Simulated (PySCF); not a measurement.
Peak assignment

Atoms are numbered as in `[O:1]=[C:2]([OH:3])[C@@H:4]([SiH3:5])[Si@@H:6]1[CH2:7][C@H:8]1[SiH3:9]` (H(Xn): hydrogen on atom n). Ha(C7) is cis to C4 on the ring; Hb(C7) is trans to C4 on the ring.

PySCF 2.14.0 with density-fitted response routines calculation with GIAO PBE0/pcSseg-1 shieldings and GFN2-xTB structure; one computed conformer, one averaged value for each set of equivalent atoms, no solvent model, relativity neglected.

References, each an isolated molecule treated in the same way: 13C, 1H against TMS.

Task: Assign these signals to the numbered atoms. 13C{1H} NMR (computed): δ 177.7 (C), 15.2 (CH), 1.2 (CH2), -9.0 (CH).

Result: 
| δ (ppm) | atoms | environment | reason |
| --- | --- | --- | --- |
| 177.7 | C2 | carboxylic acid carbon | lone-pair donation from the attached heteroatom keeps it upfield of a ketone carbonyl |
| 15.2 | C4 | sp3 CH bonded to 2 Si, α to a carbonyl | – |
| 1.2 | C7 | three-membered-ring carbon | carbons of three-membered rings are unusually shielded |
| -9.0 | C8 | three-membered-ring carbon | – |

Task: Assign these signals to the numbered atoms. 1H NMR (600 MHz, computed): δ 5.86 (br s, 1H), 4.00 (d, 3H), 3.92 (d, 3H), 3.64 (m, 1H), 1.98 (m, 1H), 1.37 (m, 1H), 0.32 (m, 1H), 0.15 (m, 1H).

Result: 
5.86 → H(O3), hydrogen on an acid hydroxyl oxygen: exchangeable; this is the value without hydrogen bonding to other molecules
4.00 → H(Si9), hydrogen on a silicon bonded to C
3.92 → H(Si5), hydrogen on a silicon bonded to C
3.64 → H(Si6), hydrogen on a silicon bonded to 3 C, in a 3-membered ring
1.98 → H(C4), hydrogen on an sp3 CH bonded to 2 Si, α to a carbonyl: α to C=O
1.37 → Ha(C7), hydrogen on a three-membered-ring carbon: cyclopropane-type protons are shielded by the ring
0.32 → Hb(C7), hydrogen on a three-membered-ring carbon
0.15 → H(C8), hydrogen on a three-membered-ring carbon

H(Si9) and H(Si5) lie closer than the usual error of such a calculation, so a measured spectrum could show them in the other order.

OH and NH positions are those of a molecule without intermolecular hydrogen bonds; in solution they move with solvent, concentration and temperature, and exchange usually removes their couplings. Shifts are as computed. Against solution values, carbons near 30 ppm lie about +3 ppm off and those near 130 ppm about +5 ppm. Of 1309 compounds with measured shifts, 239 miss one by over three times the rms of a fit or turn the order of signals round; such compounds aren't used in these exercises. Hydrogen bonding in solution deshields acid and N–H amide carbonyl carbons by as much as 10 ppm beyond these values. No couplings were computed; multiplicities are counted from neighbouring protons, with m where these are inequivalent, close in shift, in a saturated or five-membered ring or joined by F or P, and br s for small geminal =CH2 splittings.
